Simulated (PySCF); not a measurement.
[BBrH3]-: 4 charge schemes on one density

Species: [BBrH3]- (charge -1).
Cartesian coordinates in Å at the PBE0-D3(BJ)/def2-SVP level; atoms count from 1:
```
atom  x, y, z in Å
B1    -0.0020    0.0027   -0.2164
Br2    0.0170   -0.0239    1.9094
H3     1.1773    0.0124   -0.5746
H4    -0.6007    1.0282   -0.5465
H5    -0.5917   -1.0195   -0.5719
```

Density: PBE0/pcSseg-1 (PySCF); schemes: Mulliken, IAO, Hirshfeld and ESP-fitted. Isolated species at its PBE0-D3(BJ)/def2-SVP geometry, gas phase. The calculation is non-relativistic, for bromine too. The pcSseg-1 basis has no diffuse functions, a weakness for an anion.

Question: At which atom do the 4 schemes differ most?

Answer: At B1: from -0.458 (IAO) to +0.035 e (ESP-fitted), 0.493 e apart.

Question: For which atoms does the sign change between the 4 schemes (beyond +0.03 e in one, beyond −0.03 e in another)?

Answer: B1. Atomic charges aren't observables, and each scheme defines them in its own way.

Question: Do the Mulliken, IAO, Hirshfeld and ESP-fitted schemes agree on where the charge is lowest?

Answer: The schemes don't all agree: Mulliken Br2 (-0.575); IAO B1 (-0.458); Hirshfeld Br2 (-0.399); ESP-fitted Br2 (-0.513).

Question: What partial charge does each atom carry?

Answer: In e:

| atom | environment | Mulliken | IAO | Hirshfeld | ESP-fitted |
| --- | --- | --- | --- | --- | --- |
| B1 | boron bonded to Br and 3 H | -0.040 | -0.458 | -0.164 | +0.035 |
| Br2 | bromine bonded to B | -0.575 | -0.385 | -0.399 | -0.513 |
| H3 | hydrogen on B1 | -0.129 | -0.052 | -0.146 | -0.173 |
| H4 | hydrogen on B1 | -0.129 | -0.052 | -0.146 | -0.175 |
| H5 | hydrogen on B1 | -0.129 | -0.052 | -0.146 | -0.174 |

Mean size of the charges over all atoms: ESP-fitted 0.214 e, Hirshfeld 0.200 e, Mulliken 0.200 e, IAO 0.200 e. Each set sums to the total charge, -1, to within 0.001 e. The Hirshfeld scheme weights the molecular density at each point by an atom's share of the summed free-atom densities.

Question: Sum the charges by element, for elements with more than one atom.

Answer: 
| element | atoms | Mulliken | IAO | Hirshfeld | ESP-fitted |
| --- | --- | --- | --- | --- | --- |
| H | 3 | -0.386 | -0.157 | -0.437 | -0.523 |

Question: How many electrons does the ESP-fitted scheme count on Br2?

Answer: Z − q = 35 − (-0.513) = 35.513.
